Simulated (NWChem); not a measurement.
System meant: C3H4F2O; SMILES C(C=O)(F)(F)C

NWChem input:

```
start job
memory heap 200 mb stack 900 mb global 1100 mb
geometry units angstroms noautoz
  C     -1.512179     0.363510     0.000000
  C     -0.007515     0.353702     0.000000
  F      0.491301     1.007254    -1.105702
  F      0.491301     1.007254     1.105702
  C      0.650783    -1.041333     0.000000
  O      0.034213    -2.081493     0.000000
  H     -1.892319    -0.158562     0.897352
  H     -1.868308     1.410677     0.000000
  H     -1.892319    -0.158562    -0.897352
  H      1.780126    -0.985115     0.000000
end
basis spherical
  * library def2-svp
end
dft
  odft
  mult 2
  xc xpbe96 cpbe96
  iterations 150
  mulliken
end
task dft energy
```

End of the output:

```
                                 NWChem DFT Module
                                 -----------------

 Summary of "ao basis" -> "ao basis" (spherical)
 ------------------------------------------------------------------------------
       Tag                 Description            Shells   Functions and Types
 ---------------- ------------------------------  ------  ---------------------
 C                          def2-svp                 6       14   3s2p1d
 F                          def2-svp                 6       14   3s2p1d
 O                          def2-svp                 6       14   3s2p1d
 H                          def2-svp                 3        5   2s1p

 Summary of "ao basis" -> "ao basis" (spherical)
 ------------------------------------------------------------------------------
       Tag                 Description            Shells   Functions and Types
 ---------------- ------------------------------  ------  ---------------------
 C                          def2-svp                 6       14   3s2p1d
 F                          def2-svp                 6       14   3s2p1d
 O                          def2-svp                 6       14   3s2p1d
 H                          def2-svp                 3        5   2s1p

      Symmetry analysis of basis
      --------------------------

        a'         67
        a"         37

  number of electrons :                   48
  multiplicity        :                    2
 ------------------------------------------------------------------------
  no. of electrons and multiplicity not compatible                  48
 ------------------------------------------------------------------------
 ------------------------------------------------------------------------
  current input line :
    25: task dft energy
 ------------------------------------------------------------------------
 ------------------------------------------------------------------------
 There is an error in the input file
 ------------------------------------------------------------------------
 For more information see the NWChem manual at https://nwchemgit.github.io

0: no. of electrons and multiplicity not compatible:Received an Error in Communication
```

Q: Can this run be used? If not, why, and what is the fix?

A: The program refused the input. Cause: the multiplicity doesn't fit the number of electrons (an even count wants an odd multiplicity, and the reverse). This input runs:
```
start job
memory heap 200 mb stack 900 mb global 1100 mb
geometry units angstroms noautoz
  C     -1.512179     0.363510     0.000000
  C     -0.007515     0.353702     0.000000
  F      0.491301     1.007254    -1.105702
  F      0.491301     1.007254     1.105702
  C      0.650783    -1.041333     0.000000
  O      0.034213    -2.081493     0.000000
  H     -1.892319    -0.158562     0.897352
  H     -1.868308     1.410677     0.000000
  H     -1.892319    -0.158562    -0.897352
  H      1.780126    -0.985115     0.000000
end
basis spherical
  C library def2-svp
  F library def2-svp
  O library def2-svp
  H library def2-svp
end
dft
  xc xpbe96 cpbe96
  iterations 150
  mulliken
end
task dft energy
```
It converges to -390.91211 Ha (PBE/def2-SVP).
